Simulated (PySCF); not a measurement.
Some computed properties have been withheld. Give your best values.

C4H14BN.
Structure used (PBE0-D3(BJ)/def2-SVP), in Å, numbered top down from 1:
```
atom  x, y, z in Å
B1    -2.1033    1.1899   -0.1175
N2    -0.9934    0.0183   -0.3532
C3    -1.5272   -1.2993    0.0136
C4     0.2816    0.3416    0.3165
C5     1.4541   -0.5465   -0.0642
C6     2.7482   -0.0778    0.5830
H7    -3.0845    0.8554   -0.7728
H8    -2.3187    1.2083    1.0904
H9    -1.5865    2.2238   -0.5282
H10   -0.8237    0.0209   -1.3612
H11   -0.8318   -2.1128   -0.2392
H12   -2.4797   -1.4461   -0.5082
H13   -1.7238   -1.3013    1.0939
H14    0.0855    0.3074    1.3995
H15    0.4971    1.3917    0.0727
H16    1.2586   -1.5917    0.2264
H17    1.5687   -0.5469   -1.1635
H18    2.6736   -0.0952    1.6817
H19    3.5935   -0.7204    0.2969
H20    2.9953    0.9530    0.2849
```

| property | level | value |
| --- | --- | --- |
| point group | PBE0-D3(BJ)/def2-SVP | C1 |
| rotational constants A, B, C | PBE0-D3(BJ)/def2-SVP | 6.727, 1.746, 1.505 GHz |
| dipole moment | CAM-B3LYP/def2-SVPD | 5.54 D |
| HOMO energy | CAM-B3LYP/def2-SVPD | -9.05 eV |
| LUMO energy | CAM-B3LYP/def2-SVPD | 0.89 eV |
| lowest singlet excitation | TDDFT CAM-B3LYP/def2-SVPD | 7.19 eV (173 nm, f = 0.024) |
| strongest line among the 10 lowest singlet transitions | TDDFT CAM-B3LYP/def2-SVPD | S3 at 8.20 eV (151 nm, f = 0.036) |
| lowest triplet excitation (Tamm–Dancoff) | TDA CAM-B3LYP/def2-SVPD | ? |
| static isotropic polarisability | CAM-B3LYP/def2-SVPD | 78.0 au |
| vertical ionisation energy | ΔSCF CAM-B3LYP/def2-SVPD | 10.13 eV |
| electronic spatial extent ⟨r²⟩ about the centre of nuclear charge | CAM-B3LYP/def2-SVPD | ? |
| 13C chemical shifts (computed TMS as zero) by class | GIAO PBE0/pcSseg-1 | 59.4 (C4), 40.1 (C3), 23.7 (C5), 12.8 (C6) ppm |
| 1H chemical shifts (computed TMS as zero) by class | GIAO PBE0/pcSseg-1 | 2.88 (H15), 2.37 (H11/H12/H13), 2.09 (H14), 2.07 (H7/H8/H9), 2.05 (H10), 1.54 (H16), 0.99 (H18/H19/H20), 0.89 (H17) ppm |
| isotropic shieldings of nuclei other than C and H, by class | GIAO PBE0/pcSseg-1 | 117 (B1), 199 (N2) ppm |
| largest of the computed one-bond spin–spin couplings (means over like bonds) | B3LYP/pcJ-1, spin–dipole term left out for some pairs | ? |
| core binding energies | ΔSCF SCAN, pcX-2 on the ionised atom, pcseg-1 elsewhere, spin-free X2C | ? |

The electronic properties come from PySCF, for the isolated species, density fitting. NMR classes are plain means over equivalent atoms (diastereotopic ones count apart unless rotation or inversion swaps them), as if these changed places fast; in this geometry the members of some classes differ.

(1) The lowest triplet excitation (Tamm–Dancoff)?

(2) Give the electronic spatial extent ⟨r²⟩ about the centre of nuclear charge.

(3) The core binding energies?

(4) The largest of the computed one-bond spin–spin couplings (means over like bonds)?

## Answers

(1) 7.04 eV.

(2) 888 bohr².

(3) B1s 193.4 (B1), C1s 291.2 (C6), C1s 291.3 (C5), C1s 291.9 (C4), C1s 292.1 (C3), N1s 406.9 (N2) eV.

(4) 13C–1H +147.2 (C4–H15), 13C–1H +145.3 (C3–H11 and 2 like it), 13C–1H +144.4 (C4–H14), 13C–1H +133.4 (C6–H18 and 2 like it), 13C–1H +131.0 (C5–H16), 13C–1H +129.2 (C5–H17), 11B–1H +110.2 (B1–H7 and 2 like it), 15N–1H -71.4 (N2–H10) Hz.

The largest Löwdin shares of the HOMO are 0.41 on B1, 0.23 on H7, 0.20 on H9 and 0.04 on N2. The principal polarisabilities are 69.6, 75.8 and 88.6 au; their mean is the isotropic value. The ΔSCF ionisation energy exceeds −ε(HOMO) by 1.08 eV with CAM-B3LYP.

One conformer stands for the species.
